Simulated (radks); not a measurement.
The numbers below are computed, except where a source is named.
All-electron atom: Nb XXXIV in [He] 2s2 2p4. Level of theory: Dirac Kohn-Sham, PBE, spin-unpolarised, spherical densities, point nucleus; open shells are shared between the two j in proportion to 2j + 1 (a radial shooting solver on a logarithmic mesh with Libxc functionals). Some entries of the table are withheld. Estimate them.

| orbital | occ. | eigenvalue (hartree) | <1/r> (bohr^-1) |
|---|---|---|---|
| 1s1/2 | 2 | (1) | 42.46 |
| 2s1/2 | 2 | (2) | (3) |
| 2p1/2 | 1.33333 | (4) | (5) |
| 2p3/2 | 2.66667 | (6) | (7) |

Answer. 
(1) 1s1/2 eigenvalue (hartree): -770.9128
(2) 2s1/2 eigenvalue (hartree): -167.1904
(3) 2s1/2 <1/r> (bohr^-1): 10.02
(4) 2p1/2 eigenvalue (hartree): -161.1951
(5) 2p1/2 <1/r> (bohr^-1): 9.962
(6) 2p3/2 eigenvalue (hartree): -157.3261
(7) 2p3/2 <1/r> (bohr^-1): 9.519
